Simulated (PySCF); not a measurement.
# Excitation energy of Ni by level of theory

Ni [Ar] 3d8 4s2 (3F) → Ni [Ar] 3d8 4s1 4p1 (high-spin determinant), as a difference of total energies. Calculation: PySCF 2.14, in dyall-av2z; the non-relativistic Hamiltonian (point nucleus). Correlated levels: valence: [Ar] frozen; virtual orbitals above 40 to 60 times the deepest correlated orbital energy dropped. The calculations carry no spin-orbit coupling.

| method | excitation energy (eV) |
| --- | --- |
| UHF | 2.032 |
| MP2 (valence) | 2.969 |
| SCS-MP2 (valence) | 3.158 |
| CCSD (valence) | 3.068 |
| CCSD(T) (valence) | 3.144 |

Task: How much does correlation contribute at CCSD(T) (valence)?

Result: 3.144 − (2.032) = 1.112 eV, measured against UHF.

A first-order spin-orbit estimate (lowest level to lowest level, LS coupling) adds 0.017 eV.

The determinant of the upper state mixes LS terms, which raises its energy above the lowest term, most at the Hartree-Fock and MP2 levels.
